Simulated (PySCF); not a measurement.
C3H9B, SMILES BCCC at its GFN2-xTB optimised geometry (Å):

```
13

B      1.8255    -0.5905     0.0000
C      0.2584    -0.5905     0.0000
C     -0.4409     0.7711     0.0000
C     -1.9595     0.6347     0.0138
H      2.4351     0.4060     0.0484
H      2.3923    -1.6132    -0.0439
H     -0.1044    -1.1718    -0.8551
H     -0.0836    -1.1589     0.8732
H     -0.1378     1.3325    -0.8863
H     -0.1222     1.3413     0.8751
H     -2.4351     1.6132     0.0088
H     -2.2875     0.0998     0.9034
H     -2.3018     0.0842    -0.8607
```

Calculation: PBE0/def2-TZVP in PySCF.

Map of the electrostatic potential (hartree/e), clipped to [-0.08, 0.12] on the plane z = 0.6 Å:

```
|.............                  |
|.............                  |
|............                   |
|............                   |
|............                   |
|............                   |
|......::.... ...               |
|.....:--:.........             |
| ...:-+*=:..:-==-.             |
|  ..:=@@%=::=%@@%-.            |
|   ..=@@@%*+@@@@@+.            |
|    .-%@@@@@@@@@@*:   ....     |
|    .-@@@@@@@@@@@+:...-+=:     |
|    .=@@@@@@@@@@@+::-=%@%-.    |
|    .+@@@@@@@@@@@#+*%@@@@-.    |
|    .+@@@@@#@@@@@@@@@@@@%-     |
|    .-@@@@+=+@@@@@@@@@@@@-     |
|    .:-++=::=@@@@@@@@@@@@-     |
|    ...::..:=@@@@@@@@@@@@:     |
|     ......:=@@@@@@@@@@@*:     |
|      ......-@@@@#++%@@@*:     |
|.     ......:=#%*-::-=*#+:     |
|.............::-:.....---.     |
|..................    ...      |
|.................              |
|................               |
|................               |
|...............                |
|...............                |
|...............                |
|...............                |
```
Scale: ten equal steps from -0.013 (start of ' ') to 0.120 (end of '@'), in the order ' .:-=+*#%@'; x runs from -4.50 to 4.50, y from -4.50 (bottom) to 4.50 (top).
